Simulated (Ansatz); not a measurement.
`O[B](F)[GeH3]` + HCl → `F[B](Cl)[GeH3]` + H₂O at 500 K and 1 bar (ligand exchange at a B–O bond).

Gas-phase electronic energies from Ansatz, PBE0-D4/def2-TZVP geometries. CCSD(T)/CBS is the MP2 limit (def2-TZVPP, def2-QZVPP) plus CCSD(T) − MP2 in def2-TZVPP, frozen cores. This one scheme is used for every species. For Ge outer-core shells are correlated without core-valence functions, which leaves a few kJ/mol of doubt a bond. Scalar relativity is left out up to krypton. Each species was taken in one conformer, which may not be the lowest.

```csv
species,CCSD(T)/CBS energy (Eh),H − E (kJ/mol),S (J/(mol·K))
`O[B](F)[GeH3]`,-2278.38102,157.9,383.2
HCl,-460.38127,32.5,201.9
`F[B](Cl)[GeH3]`,-2662.36419,120.3,395.6
H₂O,-76.37941,73.2,206.3
```

H − E and S are ideal-gas, rigid-rotor, harmonic terms from PBE0-D4/def2-TZVP, for one conformer and one mirror image of each species. 1 Eh = 2625.50 kJ/mol, R = 8.31446 J/(mol·K).

**Question.** By hand: ΔE, ΔH, ΔS and ΔG.

**Answer.** ΔE = (-2662.36419) + (-76.37941) − (-2278.38102) − (-460.38127) = 0.01869 Eh = 49.1 kJ/mol. Δ(H − E) = 120.3 + 73.2 − 157.9 − 32.5 = 3.1, so ΔH = 52.2 kJ/mol. ΔS = 395.6 + 206.3 − 383.2 − 201.9 = 16.8 J/(mol·K). ΔG = 52.2 − 500 × (16.8)/1000 = 43.8 kJ/mol.

**Question.** By hand: the equilibrium constant, and the temperature at which ΔG would vanish if ΔH and ΔS stayed fixed.

**Answer.** log₁₀ K = −ΔG/(RT ln 10) = -4.6. ΔG = 0 at ΔH/ΔS = 3107 K, far beyond where these terms or the molecules hold.

ΔH outweighs TΔS. A doubt of 5 kJ/mol in ΔE shifts log₁₀ K by 0.5 here. Other conformers and mirror images would add mixing entropy, several J/(mol·K) or more a flexible species. Modes under 60 cm⁻¹, often nearly free rotors, make the harmonic entropy too high. These are equilibria of isolated gas molecules and say nothing of rates. Largest T1 diagnostic: 0.013 (customary marks: 0.02 for closed shells, 0.045 for open ones).
